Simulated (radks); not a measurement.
The germanium ion Ge28+, configuration [He] 2s2. All-electron calculation, scalar-relativistic Kohn-Sham, BLYP, spin-polarised, spherical densities, finite nucleus; Fermi nuclear charge, rms radius 4.0742 fm. Program: a radial shooting solver on a logarithmic mesh with Libxc functionals.

Normalised radial functions P(r) = r R(r), r in bohr:

r	2s
0.002541	0.3110
0.003389	0.4000
0.004485	0.5062
0.005981	0.6365
0.007978	0.7862
0.01064	0.9469
0.01419	1.1009
0.01893	1.2155
0.02525	1.2398
0.0334	1.1118
0.04455	0.7529
0.05942	0.1200
0.07925	-0.7457
0.1057	-1.6608
0.141	-2.3049
0.188	-2.3632
0.2488	-1.8170
0.3318	-0.9824
0.4426	-0.3435
0.5903	-0.0693

2s: eigenvalue -3024.0 eV, 1 radial node at r = 0.0621 bohr, <r> = 0.193 bohr, 90 % of the charge inside 0.295 bohr.
